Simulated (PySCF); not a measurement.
One of the candidates below gave these computed data.

All candidates are C5H16Si2.

| technique | computed result |
| --- | --- |
| Dipole | 0.48 D [PBE0/pcSseg-1] |
| Rotational structure | rotational constants A, B, C: 2.754, 0.741, 0.687 GHz [GFN2-xTB] |
| 13C NMR | chemical shifts (computed TMS as zero) by class: 25.4 (1 C), 21.5 (1 C), 14.1 (1 C), -4.2 (2 C) ppm [GIAO PBE0/pcSseg-1] |
| 1H NMR | chemical shifts (computed TMS as zero) by class: 4.41 (1 H), 3.82 (2 H), 1.35 (2 H), 1.10 (3 H), 0.68 (2 H), 0.17 (6 H) ppm [GIAO PBE0/pcSseg-1] |
| NMR, other nuclei | isotropic shieldings of nuclei other than C and H, by class: 399 (1 Si), 421 (1 Si) ppm [GIAO PBE0/pcSseg-1] |

Gas-phase values; electronic properties from PySCF, density fitting. Levels stand in brackets. One conformer (not necessarily the lowest) at the GFN2-xTB geometry, without solvent, vibrations or thermal averaging. NMR classes are plain means over equivalent atoms (diastereotopic ones count apart unless rotation or inversion swaps them), as if these changed places fast.

Question: Which candidate is it?
A. `CCC[SiH2][SiH](C)C`
B. `CCCCC([SiH3])[SiH3]`
C. `C[SiH2]CC(C)(C)[SiH3]`
D. `CC(C)(C)[SiH2]C[SiH3]`
E. `CC[C@@H](C[SiH3])[SiH2]C`

Answer: A. It is `CCC[SiH2][SiH](C)C`. Numbering: `[CH3:1][CH2:2][CH2:3][SiH2:4][SiH:5]([CH3:6])[CH3:7]`. Its formula, C5H16Si2, gives 0 degrees of unsaturation, so no ring and no π bond. 5 carbons fall into 4 classes; from least to most shielded: chain CH2 carbon [C2] (25.4 ppm), methyl carbon [C1] (21.5 ppm), sp3 carbon bound to silicon [C3] (14.1 ppm), Si-methyl carbon [C6/C7] (-4.2 ppm, 2 C). Hydrogen classes from least to most shielded: 1 H on an SiH silicon, Si5 (4.41 ppm), 2 H on an SiH2 silicon, Si4 (3.82 ppm), 2 H on a chain CH2 carbon, C2 (1.35 ppm), 3 H on a methyl carbon, C1 (1.10 ppm), 2 H on an sp3 carbon bound to silicon, C3 (0.68 ppm), 6 H on 2 Si-methyl carbons, C6/C7 (0.17 ppm). The other shieldings belong to: 399 ppm, SiH silicon [Si5]; 421 ppm, SiH2 silicon [Si4]. The optimised geometry has point group C1 and is an asymmetric top.

The others, at the same levels:
- `CCCCC([SiH3])[SiH3]` fails: it has 5 carbon classes against 4; its computed 13C shifts are 41.0 (1 C), 35.2 (1 C), 28.5 (1 C), 17.1 (1 C), 3.9 (1 C) ppm, 1H shifts are 3.92 (6 H), 1.50 (2 H), 1.33 (2 H), 1.32 (2 H), 1.09 (3 H), 0.19 (1 H) ppm and smallest rotational constant is 0.601 GHz (against 0.687 GHz).
- `C[SiH2]CC(C)(C)[SiH3]` fails: its computed 13C shifts are 33.3 (2 C), 30.7 (1 C), 21.3 (1 C), -6.8 (1 C) ppm, 1H shifts are 4.29 (2 H), 3.81 (3 H), 1.17 (6 H), 0.92 (2 H), 0.06 (3 H) ppm and rotational constant A is 2.587 GHz (against 2.754 GHz).
- `CC[C@@H](C[SiH3])[SiH2]C` fails: it has 5 carbon classes against 4; its computed 13C shifts are 33.0 (1 C), 24.3 (1 C), 13.8 (1 C), 11.1 (1 C), -8.2 (1 C) ppm, 1H shifts are 4.28 (1 H), 4.06 (1 H), 3.89 (3 H), 1.86 (1 H), 1.49 (1 H), 1.16 (1 H), 1.10 (1 H), 0.98 (3 H), 0.70 (1 H), 0.10 (3 H) ppm and rotational constant A is 2.109 GHz (against 2.754 GHz).
- `CC(C)(C)[SiH2]C[SiH3]` fails: it has 3 carbon classes against 4; its computed 13C shifts are 29.3 (3 C), 20.6 (1 C), -15.0 (1 C) ppm, 1H shifts are 3.98 (3 H), 3.95 (2 H), 1.04 (9 H), -0.20 (2 H) ppm and rotational constant A is 3.577 GHz (against 2.754 GHz).

Each candidate is one conformer, not necessarily the lowest. Dipoles, sizes and rotational constants follow the conformer. The torsions of the flexible species, by atom-mapped SMILES:
- `[CH3:1][CH2:2][CH2:3][SiH2:4][SiH:5]([CH3:6])[CH3:7]`: C1–C2–C3–Si4 179°, C2–C3–Si4–Si5 -65°, C3–Si4–Si5–C6 -70°
- `[CH3:1][CH2:2][CH2:3][CH2:4][CH:5]([SiH3:6])[SiH3:7]`: C1–C2–C3–C4 178°, C2–C3–C4–C5 -176°, C3–C4–C5–Si6 169°
- `[CH3:1][SiH2:2][CH2:3][C:4]([CH3:5])([CH3:6])[SiH3:7]`: C1–Si2–C3–C4 176°, Si2–C3–C4–C5 54°
- `[CH3:1][CH2:2][C@@H:3]([CH2:4][SiH3:5])[SiH2:6][CH3:7]`: C1–C2–C3–C4 -65°, C2–C3–C4–Si5 -160°, C2–C3–Si6–C7 43°
- `[CH3:1][C:2]([CH3:3])([CH3:4])[SiH2:5][CH2:6][SiH3:7]`: C1–C2–Si5–C6 60°, C2–Si5–C6–Si7 180°
